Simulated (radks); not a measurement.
Results of a calculation; reference values are marked as such.
Problem. Coherent X-ray form factor from a spherical all-electron density. Code: a radial shooting solver on a logarithmic mesh with Libxc functionals. Model: Dirac Kohn-Sham, PBE, spin-unpolarised, spherical densities, finite nucleus; Fermi nuclear charge, rms radius of each element as measured or else 0.836 A^(1/3) + 0.57 fm.

sin(theta)/lambda (1/angstrom)  f0 (electrons)
0.05                                    66.074
0.1                                     63.699
0.15                                    60.578
0.2                                     57.149
0.25                                    53.637
0.3                                     50.203
0.4                                     43.964
0.5                                     38.742
0.6                                     34.385
0.8                                     27.525
1                                       22.606
1.25                                    18.610
1.5                                     16.113
2                                       12.614

The species is in the configuration that NIST lists as its ground one. Which atom or ion scatters so?

Solution. The erbium ion Er+, [Xe] 4f12 6s1. Extrapolating in s^2 from the first two rows gives f0(0) = 66.9, near the electron count 67; among species with that count, the fall with angle is slower the higher Z, and the table is that of Z = 68; from so few rows the species is fixed only to a neighbour or two.
